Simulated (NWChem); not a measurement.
# BH₃Se; SMILES B[SeH]

Computed with NWChem. Pople sets run with spherical d functions. Coordinates come from a PBE-D3(BJ)/def2-SVP optimisation. Hybrids' shares of exact exchange are those that their runs print; pure functionals count as 0. The functionals differ in more than this share.

```
row                  share of exact exchange  orbital gap (eV)
-------------------  -----------------------  ----------------
PBE/6-31G*                              0.00              4.60
BP86/6-31G*                             0.00              4.61
B3LYP/6-31G*                            0.20              6.20
BHandHLYP/6-31G*                        0.50          withheld
Hartree-Fock/6-31G*                     1.00             12.69
```

### Question
Fit a straight line of the last column on the one before it, predict the withheld value, and compare with the run.

### Answer

1. Means of the 4 shown rows: x = 0.300, y = 7.025. Slope Σ(x − x̄)(y − ȳ)/Σ(x − x̄)² = 5.500/0.6800 = 8.088; intercept 4.599.
2. The shown rows scatter about the line by 0.010 (root mean square); the largest residual is -0.02, at B3LYP/6-31G*.
3. At x = 0.50 (BHandHLYP/6-31G*; inside the shown range) the line gives 8.64.
4. The run gives 8.62, -0.02 from the line.
